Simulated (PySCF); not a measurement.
Löwdin shares of the frontier orbitals

Compound: C₄H₄F₂O₃.
Z-matrix (Å and degrees, GFN2-xTB geometry), rows numbered from 1:
```
C 
C   1  1.3302
O   2  1.3790  1  119.12
C   3  1.3632  2  119.97  1  -157.42
F   4  1.3409  3  106.28  2   165.15
F   4  1.3537  3  111.23  2    49.64
C   2  1.4912  1  122.22  3   175.48
O   7  1.2052  2  124.71  1  -159.49
O   7  1.3320  2  112.33  1    19.00
H   1  1.0731  2  120.56  3  -177.18
H   1  1.0749  2  120.50  3     1.93
H   4  1.1021  3  115.67  2   -74.15
H   9  0.9716  7  109.92  2  -179.37
```

Method: PySCF, TDDFT wB97X-D/def2-SVPD, vertical, gas phase, core orbitals frozen in the response.

Frontier orbitals with the atoms that hold most of them (Löwdin shares over 4%, at most four atoms; ? is withheld):

```
orbital  ε (eV)                            atoms
 LUMO+2    2.64  C1 24%, O9 12%, O3 11%, H11 10%
 LUMO+1    1.79  O9 38%, H13 16%, C7 16%, O8 12%
   LUMO   -0.08                                ?
   HOMO       ?                                ?
 HOMO-1  -10.88     O8 59%, O9 10%, C7 8%, C2 7%
 HOMO-2  -12.00           O8 41%, O9 38%, C7 11%
 HOMO-3  -12.55  O3 28%, C4 13%, F6 13%, H12 11%
```

Task: Which atoms hold the HOMO, and with what shares?

Result: C1 (bonded to C and 2 H) 31%; C2 (bonded to 2 C and O) 25%; O3 (bonded to 2 C) 23%; O8 (bonded to C) 5%. By element: carbon 56% or more, oxygen 28% or more.

Task: Which atoms hold the LUMO, and with what shares?

Result: C1 (bonded to C and 2 H) 25%; C7 (bonded to C and 2 O) 21%; C2 (bonded to 2 C and O) 18%; O8 (bonded to C) 17%. By element: carbon 64% or more, oxygen 17% or more.

Task: What is the HOMO energy, and the HOMO–LUMO gap?

Result: ε(HOMO) = -9.89 eV; the gap is 9.81 eV (0.3604 hartree).

Task: The HOMO–LUMO gap is 9.81 eV. Where does the response calculation put the lowest singlet, and from which orbitals?

Result: S1 is at 5.24 eV (f = 0.023), 4.57 eV below the gap, made of HOMO-1→LUMO (69%), HOMO→LUMO (24%). Its leading pair isn't HOMO and LUMO; the energies of that pair differ by 10.79 eV. 

Task: Give energy, strength and leading configuration of S2 and S3, and follow the Löwdin shares of the leading atoms from the occupied to the empty orbital.

Result: 
- S2 (5.84 eV, f 0.222), HOMO→LUMO (73%): C1 31% → 25%, C2 25% → 18%, C7 at most 6% → 21%
- S3 (7.50 eV, f 0.082), HOMO-2→LUMO (84%): O8 41% → 17%, O9 38% → at most 18%, C1 at most 4% → 25%, C7 11% → 21%

One conformer stands for the species.
